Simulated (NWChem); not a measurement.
System: Si2H4OF2; SMILES F[SiH2]O[SiH2]F

```xyz
9

Si    -0.6602    -1.4395    -0.0897
F      0.1827    -2.0390     1.1557
O     -0.0205     0.0178    -0.5080
Si     0.6555     1.4529    -0.0715
F     -0.1817     2.0665     1.1706
H     -2.0659    -1.2751     0.3529
H     -0.5081    -2.3626    -1.2387
H      0.5391     2.3874    -1.2154
H      2.0520     1.2475     0.3834
```
Atoms are numbered in this order, from 1.

Computed with NWChem. Geometry: optimised at PBE0/def2-SVP. Level: PBE0/def2-SVP with SMD (1 M gas to 1 M solution), gas-phase geometry. Reactions with the solvent are ignored.

Task: What does the run give for solvent water? Quantities: solvation free energy (kcal/mol); cavity-dispersion-structure term (kcal/mol); dipole in solution (D).

Result: 
| Item | Value |
|---|---|
| solvation free energy (kcal/mol) | 1.1 |
| cavity-dispersion-structure term (kcal/mol) | 3.8 |
| dipole in solution (D) | 1.92 |
